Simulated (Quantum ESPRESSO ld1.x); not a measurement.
The numbers below are computed, except where a source is named.
One sound ld1.x (Quantum ESPRESSO 7.5) input for the tin ion Sn+ gives E = -6176.01 hartree in 26 iterations:

```
 &input
    zed=50.0,
    iswitch=1,
    rel=2,
    dft='PBESOL',
    config='[Kr] 4d10 5s2 5p1',
    verbosity='high',
    lsmall=.true.,
    prefix='ld1',
    max_out_wfc=37,
    file_charge='ld1.rho',
 /
```

Changed or added lines, one case at a time, and what came of them:

- config='[Kr] 4d10 5s2 5p1 6p3': not converged. The string holds 52 electrons for Z = 50, so the species has charge -2 and is not the one meant. The extra electrons are not bound, and the cycle does not converge.
- lsd=2: refused. The program stops in ld1_readin with "lsd not correct": lsd takes 0 or 1.
- tr2=1e-2: inaccurate. The cycle stops early, after 7 iterations, and the energy is off by -0.2455 hartree against the sound run.
- dx=0.1: inaccurate. The radial step is too large to integrate the orbitals; the run ends without a warning, but the energy is off by -0.1287 hartree against the default mesh.
- zed=110.0: refused. The program stops in ld1_readin with "wrong nuclear charge zed: 110.00": zed must lie above 0 and at most 103.
- config='[Pd] 4d10 5s2 5p1': refused. The program stops in el_config with "wrong core: Pd": the cores known are He, Ne, Ar, Kr, Xe, Hg and Rn.
- config='[Kr] 4d10 5s2 5p1 3f1': refused. The program stops in el_config with "main/angular quantum number mismatch": l must be smaller than n.
